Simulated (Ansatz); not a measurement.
TaTe₂⁻. The state is a singlet with charge -1. Geometry relaxed at r2SCAN-D4/def2-TZVPD.

```xyz
3

Ta   -0.0355   -0.5797    0.6282
Te    2.1971    0.2492   -0.2284
Te   -2.1616    0.3305   -0.3998
```

In the def2 sets Ta, Te take a core potential; there is no spin–orbit coupling. The restricted singlet is unstable: a solution with broken spin symmetry lies lower. The relaxation made no stability test and no search for a lower SCF solution. The geometry of the singlet was relaxed on an unsound state (restricted singlet, unstable towards broken spin symmetry). At PBE0-D4/def2-TZVPD a triplet of charge -1 lies 0.43 eV below the restricted singlet, each at its own geometry. The structure comes from a short search, and lower isomers may exist.

**Question.** Estimate the harmonic wavenumbers at RKS r2SCAN-D4/def2-TZVPD (Ansatz, unscaled). Is this a minimum?

**Answer.** 57, 228, 256 cm⁻¹. Yes, no mode is imaginary beyond noise. Zero-point energy 3.2 kJ/mol. It took 15 s on 4 threads of Arm Neoverse V2 on a shared host.
